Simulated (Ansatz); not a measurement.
These are B3LYP-D3(BJ)/def2-TZVP (Ansatz, a quantum-chemistry and plane-wave program) values and carry that method's errors. No frequencies were computed at this level.

Ansatz 0.2 input:
```yaml
crystal:
  periodic: [false, false, false]
  atoms:
    - { symbol: N, position_ang: [1.202445, 0.158441, 0.277077] }
    - { symbol: Sn, position_ang: [-0.761903, -0.006309, -0.047522] }
    - { symbol: H, position_ang: [1.736773, 0.613151, -0.449041] }
    - { symbol: H, position_ang: [1.687145, -0.695829, 0.511765] }
    - { symbol: H, position_ang: [-1.206616, -0.950755, -1.357863] }
    - { symbol: H, position_ang: [-1.287561, 1.540901, -0.274318] }
    - { symbol: H, position_ang: [-1.370283, -0.6596, 1.339902] }
basis:
  gaussian: { orbitals: def2-tzvp }
hamiltonian:
  xc: b3lyp
  dispersion: d3bj
relax:
  max_steps: 150
```

Output:

```
Functional definition: B3LYP
807 factors; their error is unknown
mean field evaluation 1: about -7396.8925 eV, gradient 6.6e1 eV
mean field evaluation 2: about -7371.1807 eV, gradient 1.1e2 eV
mean field evaluation 4: about -7405.1069 eV, gradient 4.2e0 eV
mean field evaluation 8: about -7405.1363 eV, gradient 5.1e-2 eV
mean field evaluation 16: about -7405.1936 eV, gradient 7.0e-5 eV
mean field -7405.19359229 eV, -272.1358450960 hartree, gradient 7.0e-5 eV, S^2 0.000000; 0 other end points of the search recorded, 0 dependent functions left out
reference -7405.19385576 eV, -272.1358547784 hartree; 17, 17 occupied and 94, 94 virtual orbitals, 807 factors
relax step   1: F+E_penalty+E_count = -7405.37886858 eV  Δ(F+E_penalty+E_count) = +0.000e0 eV  max|allowed force component| = 9.161e-1 eV/Å  Δτ_max = 0.0000 Å  (25 SCF iters, accepted)
these checks for a lower state are left out or cut short: starts, cluster_reference, orbital_swaps, neighbouring_geometries, increment
807 factors; their error is unknown
mean field -7405.27857716 eV, -272.1389682325 hartree, gradient 1.9e-5 eV, S^2 0.000000; 0 other end points of the search recorded, 0 dependent functions left out
reference -7405.27884279 eV, -272.1389779944 hartree; 17, 17 occupied and 94, 94 virtual orbitals, 807 factors
relax step   2: F+E_penalty+E_count = -7405.46117325 eV  Δ(F+E_penalty+E_count) = -8.230e-2 eV  max|allowed force component| = 2.674e-1 eV/Å  Δτ_max = 0.0973 Å  (30 SCF iters, accepted)
these checks for a lower state are left out or cut short: starts, cluster_reference, orbital_swaps, neighbouring_geometries, increment
807 factors; their error is unknown
mean field -7405.29033516 eV, -272.1394003310 hartree, gradient 1.8e-5 eV, S^2 0.000000; 0 other end points of the search recorded, 0 dependent functions left out
reference -7405.29059987 eV, -272.1394100591 hartree; 17, 17 occupied and 94, 94 virtual orbitals, 807 factors
relax step   3: F+E_penalty+E_count = -7405.47354304 eV  Δ(F+E_penalty+E_count) = -1.237e-2 eV  max|allowed force component| = 1.003e-1 eV/Å  Δτ_max = 0.0285 Å  (30 SCF iters, accepted)
these checks for a lower state are left out or cut short: starts, cluster_reference, orbital_swaps, neighbouring_geometries, increment
807 factors; their error is unknown
mean field evaluation 32: about -7405.2337 eV, gradient 3.2e-3 eV
mean field -7405.29133381 eV, -272.1394370306 hartree, gradient 1.8e-5 eV, S^2 0.000000; 0 other end points of the search recorded, 0 dependent functions left out
reference -7405.29159816 eV, -272.1394467456 hartree; 17, 17 occupied and 94, 94 virtual orbitals, 807 factors
relax step   4: F+E_penalty+E_count = -7405.47459312 eV  Δ(F+E_penalty+E_count) = -1.050e-3 eV  max|allowed force component| = 3.111e-2 eV/Å  Δτ_max = 0.0142 Å  (30 SCF iters, accepted)
these checks for a lower state are left out or cut short: starts, cluster_reference, orbital_swaps, neighbouring_geometries, increment
807 factors; their error is unknown
mean field -7405.29134727 eV, -272.1394375252 hartree, gradient 1.8e-5 eV, S^2 0.000000; 0 other end points of the search recorded, 0 dependent functions left out
reference -7405.29161156 eV, -272.1394472378 hartree; 17, 17 occupied and 94, 94 virtual orbitals, 807 factors
relax step   5: F+E_penalty+E_count = -7405.47465395 eV  Δ(F+E_penalty+E_count) = -6.083e-5 eV  max|allowed force component| = 5.016e-3 eV/Å  Δτ_max = 0.0052 Å  (32 SCF iters, accepted)
807 factors; their error is unknown
mean field -7405.29134727 eV, -272.1394375252 hartree, gradient 4.3e-5 eV, S^2 0.000000; 1 other end points of the search recorded, 0 dependent functions left out
reference -7405.29161156 eV, -272.1394472378 hartree; 17, 17 occupied and 94, 94 virtual orbitals, 807 factors
Total energy: -7405.47491824 eV, -272.1461836341 hartree
Atom 0 at     1.246035     0.173166     0.299790 Å, force     0.001605    -0.000405    -0.000392 eV/Å
Atom 1 at    -0.769226     0.006106    -0.031072 Å, force     0.000495     0.000965     0.001292 eV/Å
Atom 2 at     1.740449     0.597915    -0.476308 Å, force    -0.000941    -0.004945     0.003638 eV/Å
Atom 3 at     1.691001    -0.717569     0.488949 Å, force    -0.000535     0.005016    -0.003660 eV/Å
Atom 4 at    -1.166093    -0.975008    -1.388772 Å, force     0.000289    -0.000433    -0.000582 eV/Å
Atom 5 at    -1.328172     1.600846    -0.284912 Å, force    -0.000472    -0.000545     0.000169 eV/Å
Atom 6 at    -1.413994    -0.685456     1.392325 Å, force    -0.000441     0.000347    -0.000464 eV/Å
Dipole moment:     0.036773    -0.137806    -0.185923 e Å
```

Cost: about 17 core-seconds (a rough figure).
